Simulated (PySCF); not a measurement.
Ligands exchanged one at a time, Si Br-OH. All species are isolated molecules in the gas phase. One relaxed conformer stands for each flexible species; it need not be the lowest. Strings in code marks are SMILES.

Computed with PBE0-D4/def2-TZVP (PySCF). All candidates: neutral, multiplicity 1. Excitations are Tamm–Dancoff values on a coarser integration grid. The basis has no diffuse functions, so Rydberg states are missing or too high.

- T1 excitation (TDA): 5.79 eV
- S1 excitation (TDA): 6.21 eV
- HOMO: -8.52 eV

Which member has these values?
A) `O[Si](Br)(Br)Br` (H–O–Si–Br torsion 180°)
B) `O[Si](O)(Br)Br` (H–O–Si–Br torsion -66°, Br–Si–O–H torsion -46°)
C) `O[Si](O)(O)O`

A, `O[Si](Br)(Br)Br` (H–O–Si–Br torsion 180°). The others give `O[Si](O)(Br)Br` (H–O–Si–Br torsion -66°, Br–Si–O–H torsion -46°): 6.37 eV, 6.89 eV, -8.43 eV; `O[Si](O)(O)O`: 7.81 eV, 8.16 eV, -9.11 eV
